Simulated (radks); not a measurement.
Q: Excited configurations of Ba46+: one electron is placed in a higher orbital outside [He] 2s2 2p5. The ground configuration is [Ne]. Calculated with a radial shooting solver on a logarithmic mesh with Libxc functionals: Dirac Kohn-Sham, LDA (Slater exchange, Perdew-Wang correlation), spin-unpolarised, spherical densities, point nucleus; open shells fill j = l - 1/2 first. Excitation = E - E(ground); binding = E(ion) - E, where the ion is the core of charge +47; n* = 47/sqrt(2 binding) in atomic units. These energies are relativistic, and a one-electron ion of charge +47 with no core already has n* below n in this formula (Dirac formula, point nucleus: 3p1/2 2.954, 4s1/2 3.951, 4d3/2 3.981, 4f5/2 3.991, 5s1/2 4.948, 6p1/2 5.947, 6d3/2 5.978, 7s1/2 6.946, 7d3/2 6.977). The quantum defect is therefore taken as that value minus n*, so that it holds no relativistic shift of the bare ion.

| outer orbital | excitation (eV) | binding (eV) | n* | quantum defect | eigenvalue (eV) | <r> (bohr) |
|---|---|---|---|---|---|---|
| 3p1/2 | 4665.1 | 3671.6 | 2.861 | 0.093 | -3627.4 | 0.2398 |
| 4s1/2 | 6280.2 | 2056.5 | 3.823 | 0.128 | -2035.8 | 0.4657 |
| 4f5/2 | 6450.1 | 1886.6 | 3.991 | 0.000 | -1860.7 | 0.3784 |
| 5s1/2 | 7043.5 | 1293.3 | 4.821 | 0.128 | -1280.7 | 0.7408 |
| 6p1/2 | 7460.1 | 876.65 | 5.855 | 0.092 | -868.15 | 1.072 |
| 6d3/2 | 7485.5 | 851.19 | 5.942 | 0.036 | -842.56 | 1.062 |
| 7s1/2 | 7690.0 | 646.76 | 6.817 | 0.129 | -640.74 | 1.482 |
| 7d3/2 | 7712.6 | 624.09 | 6.940 | 0.037 | -617.98 | 1.472 |

Estimate the row for 4d3/2.

A: excitation (eV) 6409.2; binding (eV) 1927.5; n* 3.949; quantum defect 0.033; eigenvalue (eV) -1904.8; <r> (bohr) 0.4326. The Delta-SCF ionisation energy is 8336.7 eV (NIST Atomic Spectra Database: 8326 eV, theoretical). Self-interaction in the functional shifts the binding energies and quantum defects, so they are the method's values and not measured ones. Spin polarisation and multiplet splitting are left out, so open shells lie too high by an amount that depends on their filling.

Beside tabulated values, note that spin-unpolarised runs miss the spin-polarisation part of the exchange energy of open shells.
